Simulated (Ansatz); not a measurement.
`[SiH3][O][InH][Br]` and `[SiH3][O][AlH][Br]` differ in one element.

Ansatz, PBE0-D4/def2-TZVP geometries, multiplicity 1. Each molecule was computed in one conformer, which needn't be the lowest.

Elements past krypton have def2 core potentials. Scalar relativity is left out up to krypton.

```tsv
property	`[SiH3][O][InH][Br]`
LUMO energy (B3LYP/def2-TZVPP) / eV	-2.07
LUMO energy (ωB97M-V/def2-TZVPP) / eV	-0.30
HOMO energy (PBE0/def2-TZVPP) / eV	-8.37
zero-point energy (PBE0-D4/def2-TZVP) / kJ/mol	94.1
HOMO energy (B3LYP/def2-TZVPP) / eV	-8.13
HOMO energy (PBE/def2-TZVPP) / eV	-7.03
```

What does the change do to each property? (Estimate.)

Computed: 
```tsv
property	`[SiH3][O][AlH][Br]`	shift
LUMO energy (B3LYP/def2-TZVPP) / eV	-1.28	0.79
LUMO energy (ωB97M-V/def2-TZVPP) / eV	0.53	0.83
HOMO energy (PBE0/def2-TZVPP) / eV	-8.63	-0.26
zero-point energy (PBE0-D4/def2-TZVP) / kJ/mol	99.5	5.4
HOMO energy (B3LYP/def2-TZVPP) / eV	-8.35	-0.22
HOMO energy (PBE/def2-TZVPP) / eV	-7.33	-0.30
```

With PBE0 the HOMO falls by 0.26 eV and the LUMO rises by 0.71 eV, so the gap widens by about 0.97 eV. PBE moves the HOMO by -0.30 eV and ωB97M-V by -0.23 eV.

B3LYP here is the variant with VWN-RPA as its local correlation; programs differ in this.

Spin–orbit coupling is left out; it splits and shifts lone-pair levels of the heavy atoms by tenths of an eV.
